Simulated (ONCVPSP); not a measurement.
Potentials for iron (Fe) compared

Generated with ld1.x 7.5 (TM, RRKJ, ultrasoft, PAW), atompaw 4.2 or ONCVPSP 4.0.1. The cutoff is in Ry: for ld1.x and atompaw files where the sum of valence levels is converged to 10 mRy in a Bessel basis, for ONCV files where the hardest occupied wave has 1 mHa per electron of residual kinetic energy. The error is the largest all-electron minus pseudo excitation energy over each file’s own four to seven test configurations (ionisations up to +4, promotions, holes and added fractions of an electron), all of which were solved. The labels leave out finer settings (local radius, basis sizes, second energies), which also bear on the numbers. Spin-polarised tests are not counted. The rows are a selection from randomly drawn settings: files with unsolved tests, undetermined cutoffs or missed reference levels are left out.

A true bound ghost makes a file unfit for plane-wave use even where its test errors are small: the radial tests pick states by their node count and pass the ghost by.

| potential | cutoff (Ry) | largest error (meV) | bound ghosts |
| --- | --- | --- | --- |
| ONCV, PBE, scalar-relativistic, rc 1.20/1.70/1.80 (spd), local smoothed, core correction no, reference 3s2 3p6 3d6 4s1 4p1, qcut 11.4/8.4/9.7, projectors 2/2/2 | 85 | +118 | none |
| ONCV, PBE, scalar-relativistic, rc 1.20/1.20/1.35 (spd), local smoothed, core correction yes, reference 3s2 3p6 3d6 4s1.75, qcut 10.3/11/10.8, projectors 2/1/2 | 97 | +1.5 | none |
| ONCV, PBE, scalar-relativistic, rc 1.50/0.90/1.60 (spd), local smoothed, core correction yes, reference 3s2 3p6 3d7 4s1, qcut 6.7/10.9/7.9, projectors 2/1/1 | 62 | +154 | none |
| ONCV, PBE, scalar-relativistic, rc 3.18/2.10/1.15 (spd), local smoothed, core correction yes, reference 3d6 4s1, qcut 3/3.3/16.4, projectors 2/1/2 | 166 | -343 | s |
| ONCV, PBE, scalar-relativistic, rc 1.10/1.10/1.55 (spd), local smoothed, core correction yes, reference 3s2 3p6 3d6 4s2, qcut 11.9/11.4/8.9, projectors 3/2/2 | 99 | +55 | none |
| ONCV, Wu-Cohen, non-relativistic, rc 1.85/1.95/1.90 (spd), local smoothed, core correction yes, reference 3d6 4s1.5, qcut 3.5/4.4/7.6, projectors 1/2/2 | 50 | +6.7 | none |
| ONCV, PBE, scalar-relativistic, rc 0.80/1.10/1.20 (spd), local smoothed, core correction yes, reference 3s2 3p6 3d5, qcut 10.4/14.8/15.3, projectors 2/2/2 | 153 | -15 | none |

(1) Fill in the row for Fe: ONCV, BLYP, scalar-relativistic, rc 1.25/0.80/1.40 (spd), local smoothed, core correction yes, reference 3s2 3p6 3d6 4s2, qcut 8/10.9/9.1, projectors 2/2/2.

(2) Fill in the row for Fe: ONCV, PBE, fully relativistic, rc 2.55/1.30/1.00 (spd), local smoothed, core correction yes, reference 3p6 3d6 4s1 4p1, qcut 2.5/13/18.2, projectors 2/2/1.

Results:

(1) cutoff 103 Ry, largest error -291 meV, bound ghosts: none.

(2) cutoff 219 Ry, largest error -27 meV, bound ghosts: s.
